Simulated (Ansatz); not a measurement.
`F[SiH2][S][AlH2]` + `F[SiH](F)S` → `F[SiH2]S[SiH](F)F` + `[AlH2][SH]`  (ligand exchange at the Si–S bond)

Calculated with Ansatz (gas phase, PBE0-D4/def2-TZVP geometries, no zero-point term in ΔE). CBS: MP2 limit from def2 TZ/QZ plus the TZ coupled-cluster correction, frozen cores. This one scheme is used for every species. Functionals use def2-TZVPP. One conformer a species, not always the lowest.

`F[SiH2][S][AlH2]`:

```xyz
8

F    -1.964    0.956    0.007
Si   -1.089   -0.032    0.910
S    -0.085   -1.448   -0.301
Al    1.426   -0.122   -1.169
H    -0.145    0.810    1.677
H    -2.014   -0.775    1.793
H     1.491    1.374   -0.668
H     2.380   -0.762   -2.248
```

`F[SiH](F)S`:

```xyz
6

F    -0.070    1.309    1.084
Si    0.462    0.147    0.146
F     0.687   -1.094    1.106
S    -0.920   -0.303   -1.375
H     1.741    0.545   -0.459
H    -1.899   -0.604   -0.503
```

`F[SiH2]S[SiH](F)F`:

```xyz
9

F    -0.283   -2.189   -1.253
Si   -0.585   -0.630   -1.361
S    -1.374    0.103    0.483
Si    0.434    0.665    1.405
F     1.037    1.967    0.733
F     1.531   -0.464    1.226
H     0.675    0.063   -1.696
H    -1.646   -0.440   -2.370
H     0.211    0.925    2.834
```

`[AlH2][SH]`:

Cartesian coordinates in Å:
```
Al 0.430 -0.486 0.058
S -1.419 0.600 0.455
H 0.625 -1.852 0.825
H 1.473 0.129 -0.959
H -1.110 1.608 -0.379
```

```csv
level,ΔE (kcal/mol),difference from CCSD(T)/CBS
PBE0-D4,0.4,-0.2
PBE-QIDH,0.8,0.2
r2SCAN,0.3,-0.3
r2SCANh,0.4,-0.2
BHLYP,0.7,0.1
MP2/def2-SVP,0.4,-0.2
CCSD/def2-SVP,0.4,-0.2
CCSD(T)/def2-SVP,0.3,-0.3
SCS-MP2/def2-TZVPP,0.7,0.1
SCS-MP2/def2-QZVPP,0.7,0.1
CCSD(T)/CBS,0.6,0
```

Largest T1 diagnostic among the species: 0.012.

Leaving LDA and LC-ωPBE aside and taking each functional with its dispersion term where it has one, the values, not all of them listed here, spread over 1.0 kcal/mol, from BLYP-D4 to PBE-QIDH.
